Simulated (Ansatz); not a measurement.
`[CH3][Al]([NH2])[Cl]` + `[OH][Sn][OH]` → `C[O][Sn][OH]` + `[NH2][AlH][Cl]`  (substitution at a C–Al bond)

Computed with Ansatz on PBE0-D4/def2-TZVP structures; ΔE is electronic, products minus reactants. CBS: MP2 limit from def2 TZ/QZ plus the TZ coupled-cluster correction, frozen cores. DFT in def2-TZVPP. B3LYP here is the variant with VWN-RPA as its local correlation; programs differ in this. Elements past krypton have def2 core potentials. For Sn outer-core shells are correlated without core-valence functions, which leaves a few kJ/mol of doubt a bond. One conformer a species, not always the lowest.

CCSD(T)/CBS gives +25.9 kcal/mol.

(1) Another level gave +25.9 kcal/mol. Which?
A. B97M-V/def2-TZVPP
B. r2SCANh-D4/def2-TZVPP
C. B3LYP/def2-TZVPP
D. HF/def2-TZVPP

Largest T1 diagnostic among the species: 0.018.

Answers

(1) B. r2SCANh-D4 25.9, HF/def2-TZVPP 22.0, B3LYP 24.1, B97M-V 23.1 kcal/mol.

Leaving LDA and LC-ωPBE aside and taking each functional with its dispersion term where it has one, the values, not all of them listed here, spread over 3.1 kcal/mol, from BLYP-D4 to r2SCAN0-D4. In def2-TZVPP, CCSD(T) changes the Hartree–Fock value by +2.9 kcal/mol (the triples alone add +0.1 kcal/mol) and MP2 by +4.5 kcal/mol.
